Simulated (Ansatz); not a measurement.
**Molecular dynamics of CH₇AlO₃**

The input (input.yaml):

```yaml
crystal:
  periodic: [false, false, false]
  atoms:
    - { symbol: Al, position_ang: [0.663094, 0.031882, 0.198503] }
    - { symbol: O, position_ang: [0.019533, 1.610573, -0.637928] }
    - { symbol: O, position_ang: [1.199754, 0.17202, 1.838635] }
    - { symbol: O, position_ang: [1.665206, -0.822112, -0.929222] }
    - { symbol: H, position_ang: [-0.83392, 0.749522, -0.580003] }
    - { symbol: C, position_ang: [-1.376123, -0.572493, -0.077261] }
    - { symbol: H, position_ang: [0.354533, 1.685444, -1.560832] }
    - { symbol: H, position_ang: [0.857276, 0.897729, 2.3921] }
    - { symbol: H, position_ang: [2.497902, -1.190315, -0.579676] }
    - { symbol: H, position_ang: [-2.261425, -0.114698, 0.396416] }
    - { symbol: H, position_ang: [-1.119036, -1.429155, 0.581616] }
    - { symbol: H, position_ang: [-1.666794, -1.018398, -1.042547] }
magnetization:
  spin_polarized: true
basis:
  gaussian: { orbitals: "6-31G*" }
hamiltonian:
  xc: blyp
  dispersion: d4
md:
  timestep: 0.5
  n_steps: 200
  ensemble: nve
  temperature: 300.0
  initial_velocities: maxwell_boltzmann
  seed: 11416
```

Launched with:

```bash
$ ansatz run input.yaml --threads 2 --pin off --max-ram 3072MiB --backend cpu --events-out ev --progress --plain --runs-dir out
```

It starts at the highest image of a converged band, a first-order saddle point between two minima.

Output, in part (step lines, the closing report, with atoms numbered from 0):

```
md step     0: t =     0.00 fs  T =   300.0 K  F+E_penalty+E_count = -13889.68451512 eV  E_kin = 0.387780 eV  conserved = -13889.29673512 eV  (30 SCF iters)
[... lines left out ...]
Total energy: -13890.39478701 eV, -510.4625931749 hartree
Atom 0 at     1.336871     0.579885     0.135049 Å, force    -0.897512    -1.296779     0.382559 eV/Å
Atom 1 at     0.921149     2.124698    -0.562587 Å, force     0.143105    -0.497958     0.066156 eV/Å
Atom 2 at     1.104337     0.218706     1.850405 Å, force     0.122002     0.409721    -0.728245 eV/Å
Atom 3 at     1.426433    -0.867759    -0.853790 Å, force     0.230297     1.019746    -0.279339 eV/Å
Atom 4 at    -3.348598    -0.982376     0.032231 Å, force    -0.918237     2.308945     0.972894 eV/Å
Atom 5 at    -2.980089    -1.928474    -0.151369 Å, force    -0.187160    -3.832558    -0.962335 eV/Å
Atom 6 at     0.422559     1.983484    -1.397197 Å, force     0.166229     0.168862    -0.025300 eV/Å
Atom 7 at     0.266408     0.637716     2.140935 Å, force     0.137911     0.101653     0.234272 eV/Å
Atom 8 at     1.211571    -1.756807    -0.524794 Å, force     0.052786     0.073542     0.348204 eV/Å
Atom 9 at    -2.604522    -2.503743     0.706613 Å, force     0.473640     0.730890     0.423206 eV/Å
Atom 10 at    -2.190761    -1.848645    -0.928984 Å, force    -0.398448    -0.381575     0.058145 eV/Å
Atom 11 at    -3.857247    -2.637382    -0.420069 Å, force     1.075388     1.195511    -0.490216 eV/Å
Dipole moment:    -0.288664    -0.103092    -0.080799 e Å
```

The steps, from the saved trajectory:

| time (fs) | T (K) | potential energy less start (eV) | conserved less start (meV/atom) |
| --- | --- | --- | --- |
| 0.0 | 300 | 0.000 | 0.00 |
| 3.0 | 219 | 0.107 | 0.17 |
| 6.0 | 307 | -0.008 | 0.07 |
| 9.0 | 313 | -0.016 | 0.05 |
| 12.0 | 424 | -0.161 | 0.00 |
| 15.0 | 453 | -0.196 | 0.14 |
| 18.0 | 604 | -0.392 | 0.09 |
| 21.0 | 931 | -0.818 | -0.16 |
| 24.0 | 875 | -0.741 | 0.17 |
| 27.0 | 989 | -0.890 | 0.01 |
| 30.0 | 973 | -0.868 | 0.16 |
| 33.0 | 1046 | -0.965 | -0.09 |
| 36.0 | 1047 | -0.967 | -0.12 |
| 39.0 | 1016 | -0.925 | 0.13 |
| 42.0 | 1169 | -1.123 | 0.02 |
| 45.0 | 1091 | -1.020 | 0.17 |
| 48.0 | 1168 | -1.123 | -0.09 |
| 51.0 | 1014 | -0.921 | 0.19 |
| 54.0 | 1167 | -1.122 | -0.19 |
| 57.0 | 916 | -0.793 | 0.29 |
| 60.0 | 1036 | -0.951 | 0.00 |
| 63.0 | 958 | -0.848 | 0.14 |
| 66.0 | 1066 | -0.991 | -0.12 |
| 69.0 | 993 | -0.895 | 0.04 |
| 72.0 | 1051 | -0.971 | 0.06 |
| 75.0 | 1059 | -0.980 | 0.06 |
| 78.0 | 937 | -0.822 | 0.12 |
| 81.0 | 1011 | -0.921 | -0.17 |
| 84.0 | 807 | -0.653 | 0.21 |
| 87.0 | 892 | -0.766 | -0.04 |
| 90.0 | 788 | -0.628 | 0.27 |
| 93.0 | 1022 | -0.934 | -0.05 |
| 96.0 | 927 | -0.809 | 0.11 |
| 99.0 | 929 | -0.814 | -0.08 |

All steps were run. The conserved energy stayed within 0.35 meV per atom of its start (net change 0.04 meV per atom), so the integration is sound. The system heated up, since it started high on the potential surface and ran downhill. A run of 0.1 ps of so small a system gives no equilibrium averages. The orbitals stay closed-shell, which can raise the energy where a bond breaks towards radicals; this wasn't checked here.

The step under study would form Al1–C6, O2–H5 and break Al1–O2, H5–C6. These pairs go: Al1–C6 2.14 → 5.00 Å, O2–H5 1.21 → 5.31 Å, Al1–O2 1.90 → 1.75 Å, H5–C6 1.51 → 1.03 Å. In the last frame they stand as before the step (other bonds may differ from the relaxed reactants and products). Also parted: Al1–H5 1.83 → 4.94 Å. It ends as AlH3O3 + CH4. Pairs count as bonded within 1.25 times the sum of covalent radii (0.12 Å more for H–H).

Last frame:

```xyz
12
Properties=species:S:1:pos:R:3
Al 1.337 0.580 0.135
O 0.921 2.125 -0.563
O 1.104 0.219 1.850
O 1.426 -0.868 -0.854
H -3.349 -0.982 0.032
C -2.980 -1.929 -0.151
H 0.423 1.984 -1.397
H 0.266 0.638 2.141
H 1.212 -1.757 -0.525
H -2.604 -2.504 0.707
H -2.191 -1.849 -0.929
H -3.857 -2.637 -0.420
```

Run time: 17 min on 2 threads of Arm Neoverse N1 (shared host), peak memory 0.29 GiB.
